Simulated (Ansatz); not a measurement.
BiH3O (SMILES [OH][BiH2]) moved off its minimum; all values from Ansatz (an electronic-structure program), cores frozen in correlated methods. Elements past Kr take the def2 small-core potentials, without spin–orbit coupling.
(charge 0, multiplicity 1)
```xyz
5

Bi    -0.1859    -0.0552     0.2628
H     -1.7205     0.3489    -0.8589
H      0.4053    -1.5265    -0.9793
O      0.9076     1.1595    -1.0636
H      1.3530     1.8536    -0.3213
```

Forces at wB97M-V/def2-TZVPP (eV/Å):

| atom | Fx | Fy | Fz |
|---|---|---|---|
| Bi1 | -0.424 | -0.963 | -3.116 |
| H2 | 1.012 | -0.552 | 1.064 |
| H3 | -0.812 | 1.161 | 1.409 |
| O4 | 1.846 | 2.988 | 4.079 |
| H5 | -1.622 | -2.633 | -3.436 |

Problem. Give the forces (eV/Å), the total energy and the dipole at CCSD(T)/def2-TZVPPD.

Solution. 
| atom | Fx | Fy | Fz |
|---|---|---|---|
| Bi1 | -0.509 | -1.042 | -2.435 |
| H2 | 0.797 | -0.491 | 0.880 |
| H3 | -0.718 | 0.957 | 1.202 |
| O4 | 1.976 | 3.090 | 3.647 |
| H5 | -1.545 | -2.514 | -3.293 |
Energy -290.5541 hartree, dipole 3.47 D.
